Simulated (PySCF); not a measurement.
PySCF input (M06-2X/def2-TZVPD):

```python
from pyscf import gto, scf, dft

mol = gto.M(
    atom='''
    Si    0.09540685    0.58371854    0.04556185
    C    -1.61214106   -0.21205355    0.02256544
    C     1.45347759   -0.69381772   -0.22470999
    H     0.31091056    1.28964858    1.34193168
    H    -1.80586689   -0.69775790   -0.93551907
    H    -1.68916121   -0.97189252    0.80691920
    H    -2.39588095    0.52759029    0.19228596
    H     1.41694911   -1.46001998    0.55637768
    H     1.33755825   -1.19174941   -1.18907044
    H     2.44177614   -0.23265099   -0.19792361
    ''',
    basis='def2-tzvpd',
    charge=0,
    spin=1,
    verbose=4,
)

mf = dft.UKS(mol, xc='m062x').density_fit(auxbasis='def2-universal-jkfit')
mf.grids.level = 4
mf.conv_tol = 1e-9
mf.max_cycle = 100
mf.max_memory = 1500
mf.kernel()
if not mf.converged:
    mf = mf.newton()
    mf.kernel(mf.make_rdm1())
for _ in range(2):
    mo, _, stable, _ = mf.stability(return_status=True)
    if stable:
        break
    mf.kernel(mf.make_rdm1(mo, mf.mo_occ))
mf.analyze()
```

Output:

```
PySCF version 2.14.0

[INPUT] verbose = 4
[INPUT] num. atoms = 10
[INPUT] num. electrons = 33
[INPUT] charge = 0
[INPUT] spin (= nelec alpha-beta = 2S) = 1
[INPUT] symmetry False subgroup None
[INPUT] Mole.unit = angstrom
[INPUT] Symbol           X                Y                Z      unit          X                Y                Z       unit  Magmom
[INPUT]  1 Si     0.095406850000   0.583718540000   0.045561850000 AA    0.180292816907   1.103068174431   0.086099418229 Bohr   0.0
[INPUT]  2 C     -1.612141060000  -0.212053550000   0.022565440000 AA   -3.046505077566  -0.400723133242   0.042642501480 Bohr   0.0
[INPUT]  3 C      1.453477590000  -0.693817720000  -0.224709990000 AA    2.746674573293  -1.311125471170  -0.424640338554 Bohr   0.0
[INPUT]  4 H      0.310910560000   1.289648580000   1.341931680000 AA    0.587535807635   2.437082613134   2.535883353077 Bohr   0.0
[INPUT]  5 H     -1.805866890000  -0.697757900000  -0.935519070000 AA   -3.412593839520  -1.318571332252  -1.767874826608 Bohr   0.0
[INPUT]  6 H     -1.689161210000  -0.971892520000   0.806919200000 AA   -3.192052067139  -1.836610685313   1.524856292653 Bohr   0.0
[INPUT]  7 H     -2.395880950000   0.527590290000   0.192285960000 AA   -4.527558822563   0.997001154080   0.363367801999 Bohr   0.0
[INPUT]  8 H      1.416949110000  -1.460019980000   0.556377680000 AA    2.677645750346  -2.759037898593   1.051401437021 Bohr   0.0
[INPUT]  9 H      1.337558250000  -1.191749410000  -1.189070440000 AA    2.527618768153  -2.252079994012  -2.247017474416 Bohr   0.0
[INPUT] 10 H      2.441776140000  -0.232650990000  -0.197923610000 AA    4.614288162098  -0.439646653709  -0.374021416485 Bohr   0.0

nuclear repulsion = 105.21627952869
number of shells = 76
number of NR pGTOs = 250
number of NR cGTOs = 180
basis = def2-tzvpd
ecp = {}

******** <class 'pyscf.df.df_jk.DFUKS'> ********
method = DFUKS
initial guess = minao
damping factor = 0
level_shift factor = 0
DIIS = <class 'pyscf.scf.diis.CDIIS'>
diis_start_cycle = 1
diis_space = 8
diis_damp = 0
SCF conv_tol = 1e-09
SCF conv_tol_grad = None
SCF max_cycles = 100
direct_scf = False
number electrons alpha = 17  beta = 16
XC library pyscf.dft.libxc version 7.1.2
    S. Lehtola, C. Steigemann, M. J. T. Oliveira, and M. A. L. Marques,  SoftwareX 7, 1–5 (2018)
XC functionals = m062x
    Y. Zhao and D. G. Truhlar,  Theor. Chem. Acc. 120, 215 (2008)
    Y. Zhao and D. G. Truhlar,  Theor. Chem. Acc. 120, 215 (2008)
radial grids:
    Treutler-Ahlrichs [JCP 102, 346 (1995); DOI:10.1063/1.469408] (M4) radial grids

becke partition: Becke, JCP 88, 2547 (1988); DOI:10.1063/1.454033
pruning grids: <function nwchem_prune>
grids dens level: 4
symmetrized grids: False
atomic radii adjust function: <function treutler_atomic_radii_adjust>
small_rho_cutoff = 0
Set gradient conv threshold to 3.16228e-05
tot grids = 196096
******** <class 'pyscf.df.df.DF'> ********
auxbasis = def2-universal-jkfit
[...]
  beta  nocc = 16  HOMO = -0.362930402578602  LUMO = -0.0841213220543047
  HOMO = -0.235380261189  LUMO = -0.0841213220543  gap/eV = 4.11597
Extra cycle  E= -369.850205805794  delta_E= -2.99e-11  |g|= 2.06e-06  |ddm|= 1.84e-05
converged SCF energy = -369.850205805794  <S^2> = 0.75277397  2S+1 = 2.002772
uhf_internal: lowest eigs of H = [0.34141188 0.34501572 0.35824723]
<class 'pyscf.df.df_jk.DFUKS'> wavefunction is stable in the internal stability analysis
**** SCF Summaries ****
Total Energy =                        -369.850205805794303
Nuclear Repulsion Energy =             105.216279528690194
One-electron Energy =                 -716.864857778034320
Two-electron Energy =                  241.798372443549880
Two-electron Coulomb Energy =          276.121992545827140
DFT Exchange-Correlation Energy =      -34.323620102277268
HOMO-LUMO gap [eV] =                     4.115965381768052
**** MO energy ****
                             alpha | beta                alpha | beta
MO #1   energy= -67.0003789064154  | -66.9948854055572  occ= 1 | 1
MO #2   energy= -10.5172221121206  | -10.516930571985   occ= 1 | 1
MO #3   energy= -10.5172171339157  | -10.516924174106   occ= 1 | 1
MO #4   energy= -5.53848930030273  | -5.53519768067653  occ= 1 | 1
MO #5   energy= -3.8544402821452   | -3.84539090550747  occ= 1 | 1
MO #6   energy= -3.84736651377873  | -3.84529204843739  occ= 1 | 1
MO #7   energy= -3.84724688457027  | -3.84097160288784  occ= 1 | 1
MO #8   energy= -0.800198509468299 | -0.795116332521335 occ= 1 | 1
MO #9   energy= -0.774200578201125 | -0.771929941546897 occ= 1 | 1
MO #10  energy= -0.553679530844658 | -0.529193749305541 occ= 1 | 1
MO #11  energy= -0.481229805250693 | -0.478635579966422 occ= 1 | 1
MO #12  energy= -0.47919199672885  | -0.4711216473851   occ= 1 | 1
MO #13  energy= -0.461829737168941 | -0.460303062828393 occ= 1 | 1
MO #14  energy= -0.461318271141739 | -0.457110937451868 occ= 1 | 1
MO #15  energy= -0.376880065534568 | -0.370766138864102 occ= 1 | 1
MO #16  energy= -0.368787993304123 | -0.362930402578602 occ= 1 | 1
MO #17  energy= -0.235380261188933 | -0.0841213220543047 occ= 1 | 0
MO #18  energy= 0.0226741947888313 | 0.0189222866687549 occ= 0 | 0
MO #19  energy= 0.0303874949398109 | 0.0271538600851655 occ= 0 | 0
MO #20  energy= 0.0442933111159818 | 0.0459029263833606 occ= 0 | 0
MO #21  energy= 0.07581872576862   | 0.056860926271969  occ= 0 | 0
MO #22  energy= 0.0821179648443284 | 0.0732301262994641 occ= 0 | 0
MO #23  energy= 0.0933833701991263 | 0.0786487367463488 occ= 0 | 0
MO #24  energy= 0.0935939819721733 | 0.087537035592642  occ= 0 | 0
MO #25  energy= 0.101208374527803  | 0.088077905143678  occ= 0 | 0
MO #26  energy= 0.102115863000288  | 0.0923197457172833 occ= 0 | 0
MO #27  energy= 0.111065719318065  | 0.112885490852604  occ= 0 | 0
MO #28  energy= 0.127012208552787  | 0.121983861956292  occ= 0 | 0
MO #29  energy= 0.135159201384276  | 0.130598443857223  occ= 0 | 0
MO #30  energy= 0.146460952819463  | 0.138699821763026  occ= 0 | 0
MO #31  energy= 0.162381707138374  | 0.149800717063398  occ= 0 | 0
MO #32  energy= 0.170974722075018  | 0.163497450832091  occ= 0 | 0
MO #33  energy= 0.175602437760101  | 0.170918765961144  occ= 0 | 0
MO #34  energy= 0.177851186275125  | 0.174628545669084  occ= 0 | 0
MO #35  energy= 0.190408851162547  | 0.189823438193766  occ= 0 | 0
MO #36  energy= 0.202438496415589  | 0.196294152713769  occ= 0 | 0
MO #37  energy= 0.207527250556157  | 0.206281216824617  occ= 0 | 0
MO #38  energy= 0.227675489483409  | 0.223284366641699  occ= 0 | 0
MO #39  energy= 0.241027301091716  | 0.232663211722339  occ= 0 | 0
MO #40  energy= 0.244717172342262  | 0.242853843821908  occ= 0 | 0
MO #41  energy= 0.25974071288001   | 0.257941670480153  occ= 0 | 0
MO #42  energy= 0.261984543012888  | 0.267308822588428  occ= 0 | 0
MO #43  energy= 0.279845845941392  | 0.272949261477931  occ= 0 | 0
MO #44  energy= 0.282639864243181  | 0.273079494510766  occ= 0 | 0
MO #45  energy= 0.284201477893948  | 0.276043610010126  occ= 0 | 0
MO #46  energy= 0.294834412690762  | 0.289665394168158  occ= 0 | 0
MO #47  energy= 0.298806932038436  | 0.294563820740497  occ= 0 | 0
MO #48  energy= 0.303465760062573  | 0.295184558917284  occ= 0 | 0
MO #49  energy= 0.313552775711691  | 0.302359540160079  occ= 0 | 0
MO #50  energy= 0.315706836046502  | 0.306691627878274  occ= 0 | 0
MO #51  energy= 0.319066337553398  | 0.315011309192073  occ= 0 | 0
MO #52  energy= 0.339536961889361  | 0.330704067051394  occ= 0 | 0
MO #53  energy= 0.341524907922412  | 0.332890038191699  occ= 0 | 0
MO #54  energy= 0.352581584738553  | 0.34043263498789   occ= 0 | 0
MO #55  energy= 0.353969302301398  | 0.345478094497085  occ= 0 | 0
MO #56  energy= 0.38463021378063   | 0.373623471396443  occ= 0 | 0
MO #57  energy= 0.395701851026955  | 0.383739574136408  occ= 0 | 0
MO #58  energy= 0.40524093996421   | 0.385090943044606  occ= 0 | 0
MO #59  energy= 0.406908584664133  | 0.393871982710066  occ= 0 | 0
MO #60  energy= 0.423721489098278  | 0.421110392760561  occ= 0 | 0
MO #61  energy= 0.432192860203145  | 0.425629516209146  occ= 0 | 0
MO #62  energy= 0.437258645533848  | 0.429219749959093  occ= 0 | 0
MO #63  energy= 0.456188015034392  | 0.453198016189285  occ= 0 | 0
MO #64  energy= 0.45799401616422   | 0.454476563914157  occ= 0 | 0
MO #65  energy= 0.46485748528075   | 0.4546996929419    occ= 0 | 0
MO #66  energy= 0.473048940888802  | 0.465798170203539  occ= 0 | 0
MO #67  energy= 0.475093891017445  | 0.469612093553278  occ= 0 | 0
MO #68  energy= 0.486817775171709  | 0.474163819454794  occ= 0 | 0
MO #69  energy= 0.493768002530848  | 0.482666340356514  occ= 0 | 0
MO #70  energy= 0.504682322353108  | 0.496485279979758  occ= 0 | 0
MO #71  energy= 0.543120714822598  | 0.531736586885362  occ= 0 | 0
MO #72  energy= 0.54581952317139   | 0.542464930949641  occ= 0 | 0
MO #73  energy= 0.569813006660951  | 0.555118846146881  occ= 0 | 0
MO #74  energy= 0.59185410022119   | 0.584368152893895  occ= 0 | 0
MO #75  energy= 0.596988753002616  | 0.594250710518384  occ= 0 | 0
MO #76  energy= 0.6252945434673    | 0.611926193292567  occ= 0 | 0
MO #77  energy= 0.646692200177676  | 0.637037755935554  occ= 0 | 0
MO #78  energy= 0.649647395370711  | 0.642634134355     occ= 0 | 0
MO #79  energy= 0.66895207773495   | 0.661995410059005  occ= 0 | 0
MO #80  energy= 0.681209565811684  | 0.67101807722342   occ= 0 | 0
MO #81  energy= 0.708787359386325  | 0.708506775701556  occ= 0 | 0
MO #82  energy= 0.726469389378726  | 0.725066098439772  occ= 0 | 0
MO #83  energy= 0.743084247030111  | 0.74196846351014   occ= 0 | 0
MO #84  energy= 0.755892360837217  | 0.753659107893663  occ= 0 | 0
MO #85  energy= 0.757158738989967  | 0.755489833087295  occ= 0 | 0
MO #86  energy= 0.769722529733295  | 0.768226969804582  occ= 0 | 0
MO #87  energy= 0.790518023548047  | 0.782385115156629  occ= 0 | 0
MO #88  energy= 0.797694052550449  | 0.793525525829663  occ= 0 | 0
MO #89  energy= 0.821545125417195  | 0.815946710438002  occ= 0 | 0
MO #90  energy= 0.933157411500896  | 0.926164413911596  occ= 0 | 0
MO #91  energy= 0.936046828258897  | 0.931304264381309  occ= 0 | 0
MO #92  energy= 0.963967962769644  | 0.957066811227406  occ= 0 | 0
MO #93  energy= 1.01079572207858   | 1.00845918823869   occ= 0 | 0
MO #94  energy= 1.03538987398332   | 1.03627380601951   occ= 0 | 0
MO #95  energy= 1.0696977222962    | 1.0610215231612    occ= 0 | 0
MO #96  energy= 1.07326314227863   | 1.06822951500702   occ= 0 | 0
MO #97  energy= 1.13331955391492   | 1.11683457419435   occ= 0 | 0
MO #98  energy= 1.14366949436045   | 1.13508675445571   occ= 0 | 0
MO #99  energy= 1.17043998642214   | 1.16716269658881   occ= 0 | 0
MO #100 energy= 1.17653400259258   | 1.16744194785232   occ= 0 | 0
MO #101 energy= 1.26714905632593   | 1.24292664301795   occ= 0 | 0
MO #102 energy= 1.27681095205684   | 1.27623748450903   occ= 0 | 0
MO #103 energy= 1.28760912583345   | 1.28274102875858   occ= 0 | 0
MO #104 energy= 1.33455416715361   | 1.339376328948     occ= 0 | 0
[...]
```

It need not be the lowest isomer of its formula.
